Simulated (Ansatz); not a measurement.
Species: CdCl, net charge 0, doublet state. The spin state was set by rule; other spins were not relaxed. SMILES of the parent species: [Cl][Cd]
Geometry from a B3LYP-D3(BJ)/def2-TZVP (Ansatz, a first-principles code) optimisation:
```
Cd
Cl 1 2.3992
```
Charge 0, spin multiplicity 2.

Parts of the frozen-core correlation energy in def2-SVPD (Ansatz, hartree). Frozen orbitals: 9; correlated occupied orbitals by spin: 10 and 9; virtual: 42 and 43. Open shells are spin-unrestricted. No spin-orbit coupling. Past Kr the def2 sets carry scalar-relativistic core potentials.

| term | value |
|---|---|
| reference (HF) | -626.23666 |
| MP2 opposite-spin | ? |
| MP2 same-spin | ? |
| CCSD correlation | ? |
| (T) | -0.00905 |
| T1 diagnostic | 0.017 |
| largest doubles amplitude | 0.024 |
| <S^2> of the reference | 0.755 |

Problem. What belongs in the gaps?

Solution. 
- MP2 opposite-spin, value: -0.26762
- MP2 same-spin, value: -0.14190
- CCSD correlation, value: -0.41281
